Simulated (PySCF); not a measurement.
A calculation to check before its numbers are used.

A geometry optimisation on [AgBr2Cl2]2-, SMILES `[Cl][Ag-2]([Cl])([Br])[Br]` (charge -2 and doublet state). Computed with PySCF 2.14.0, PBE0-D3(BJ)/def2-SVP geometry optimisation, gas phase, def2 core potentials past Kr.

Driver input (Å, GFN2-xTB start):

```
{"job": {"xc": "PBE0", "basis": "def2-SVP", "d3": "d3bj", "grid": 1, "maxiter": 40, "kind": "geom"}, "charge": -2, "multiplicity": 2}
Ag     0.0024     0.0010    -0.0349
Cl     2.0473    -0.0674     1.4308
Br     0.1083     2.3345    -1.1908
Cl    -2.2240    -0.0181     1.1420
Br     0.0660    -2.2500    -1.3470
```

Output:

```
step   0  E = -6214.00531032  max force = 0.009859
step   1  E = -6214.01001339  max force = 0.005800
step   2  E = -6214.01404900  max force = 0.004974
step   3  E = -6214.01509561  max force = 0.005387
step   4  E = -6214.01575540  max force = 0.004061
step   5  E = -6214.01638844  max force = 0.001470
step   6  E = -6214.01657036  max force = 0.003124
step   7  E = -6214.01735777  max force = 0.003336
step   8  E = -6214.01867655  max force = 0.003444
step   9  E = -6214.02130189  max force = 0.007527
step  10  E = -6214.02216821  max force = 0.006035
step  11  E = -6214.02274250  max force = 0.002215
step  12  E = -6214.02299556  max force = 0.001617
step  13  E = -6214.02373536  max force = 0.002366
step  14  E = -6214.02437594  max force = 0.003749
step  15  E = -6214.01934072  max force = 0.009061
step  16  E = -6214.02302953  max force = 0.005141
step  17  E = -6214.02422197  max force = 0.004322
step  18  E = -6214.02511822  max force = 0.002595
step  19  E = -6214.02546367  max force = 0.001034
step  20  E = -6214.02559586  max force = 0.005549
step  21  E = -6214.02566059  max force = 0.000891
step  22  E = -6214.02564262  max force = 0.000313
step  23  E = -6214.02565383  max force = 0.000699
step  24  E = -6214.02565139  max force = 0.000637
step  25  E = -6214.02565035  max force = 0.000604
step  26  E = -6214.02564990  max force = 0.000583
step  27  E = -6214.02564970  max force = 0.000580
step  28  E = -6214.02564959  max force = 0.000574
step  29  E = -6214.02564948  max force = 0.000568
step  30  E = -6214.02564940  max force = 0.000566
step  31  E = -6214.02564929  max force = 0.000560
step  32  E = -6214.02564920  max force = 0.000554
step  33  E = -6214.02564913  max force = 0.000552
step  34  E = -6214.02564904  max force = 0.000547
step  35  E = -6214.02564897  max force = 0.000541
step  36  E = -6214.02564891  max force = 0.000539
step  37  E = -6214.02564883  max force = 0.000533
step  38  E = -6214.02564877  max force = 0.000527
step  39  E = -6214.02564872  max force = 0.000525
step  40  E = -6214.02564866  max force = 0.000519
optimisation not converged
```

Energies are in Eh and forces in Eh/bohr.

Task: Which diagnosis fits best?
A. step limit reached with the energy nearly constant
B. step limit reached while the energy was still falling
C. step limit reached with the energy going up and down

Result: A. After 41 gradient evaluations the largest force component was 0.00052 Eh/bohr against a threshold of 0.00045, and over the last 5 steps the energy changed by 0.000 kcal/mol in all, within a range of 0.000 kcal/mol, the last step by 0.000 kcal/mol. The energy rose in 4 of the 40 steps.

Task: How can it be mended?

Result: Restart from the last geometry, if need be with a computed Hessian or a finer grid, and confirm the end point by frequencies.

Hardware: one thread, x86-64 server, no GPU (shared host). Cost: 14 min wall.

Neither the SCF state along the optimisation nor the shape of the open-shell metal species was proved the lowest: other solutions of the same spin, or a structure of lower symmetry, can lie below.
